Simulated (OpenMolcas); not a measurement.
## F3+: CASPT2 settings compared

| Quantity | Value |
| --- | --- |
| Program | OpenMolcas 26.06 |
| Basis | ANO-R3 [4s4p2d1f] |
| Scalar Hamiltonian | X2C, finite nucleus |
| Active space | 4 electrons in 8 orbitals (2s 2p 3s 3p) |
| State averaging | 2S+1 = 3 even, 3 roots; 2S+1 = 1 even, 6 roots kept (CI in the orbitals of an earlier block); 2S+1 = 3 odd, 5 roots; 2S+1 = 5 odd, 1 root kept (CI in the orbitals of an earlier block) |
| Spin-orbit coupling | RASSI with atomic mean-field integrals over the reference wave functions, term energies averaged over their components |

Methods on the same reference wave functions:
A. CASSCF
B. XMS-CASPT2, IPEA 0.1 Eh, real shift 0.1 Eh (closed shells correlated: 1s)
C. XMS-CASPT2, IPEA 0.5 Eh, imaginary shift 0.25 Eh (closed shells correlated: 1s)
D. XMS-CASPT2, IPEA 0.6 Eh, imaginary shift 0.5 Eh (closed shells correlated: 1s)

Energies in eV above 2s2 2p2 3P0, the measured ground level; measured values from Moore, Atomic Energy Levels, vol. I, NSRDS-NBS 35 (1971 reprint of NBS Circular 467, 1949).

```
       Level       A       B       C       D  Measured
 2s2 2p2 3P0  0.0000  0.0000  0.0000  0.0000    0.0000
 2s2 2p2 3P1  0.0266  0.0266  0.0266  0.0266    0.0279
 2s2 2p2 3P2  0.0778  0.0777  0.0777  0.0777    0.0761
 2s2 2p2 1D2  3.4974   3.201   3.198   3.197    3.1295
 2s2 2p2 1S0  6.2133   6.719   6.700   6.695    6.6386
2s 2p3 5S* 2  7.9685   9.005   8.983   8.978
```

Deviations, from unrounded energies. A percentage is the sum of absolute deviations over the sum of measured energies, with the sign that they share, or ± where signs differ.

```tsv
Against measurement	Levels	A	B	C	D
mean absolute deviation (cm-1)	4	1600	310	270	260
fine structure of the ground term (%)	2	±2.9	±2.9	±2.9	±2.9
other terms of the ground configuration (%)	2	±8.1	+1.6	+1.3	+1.3
```

C, D lie about equally close to measurement and A furthest from it. The largest miss of D in the table is 2s2 2p2 1D2, by +550 cm-1. The ranking rests on the paired levels alone, and a cruder setting can come out closer through cancelling errors.

Among B to D the level of the table that moves most is 2s 2p3 5S* 2, by 220 cm-1 (lowest in D, highest in B). Moves below CASPT2's spread within the term are not significant.

The mean deviations of B to D differ by less than CASPT2's widest spread within a term (110 cm-1), so their order carries little weight.

From A to B the spin-free energies of the other terms of 2s2 2p2 shown, above 3P, scale by factors of 0.91 to 1.08.

The lowest spin-free term lies below A's lowest term by 0.070 hartree in B, 0.069 hartree in C, 0.069 hartree in D.

CASPT2 breaks the degeneracy within a term, and the mean is taken; among the terms shown or strongly mixed into the levels shown the widest spread is 110 cm-1 (2s2 2p2 1D, D). Terms from blocks run as CI alone lack orbitals of their own. Active for correlation alone: 3p 3s; no level in the range computed is led by a configuration that fills them, so any true level of that kind is missing. Measured partners are found by configuration, term and J. A level has none where our copy of the source lacks it or the pairing is in doubt (some pairs that miss far off the trend of their configuration count as doubtful), and it then counts in no deviation. Levels of configurations outside the active space are missing. Levels that lie high or do not pair safely by name in every column are left out.

* marks odd parity.
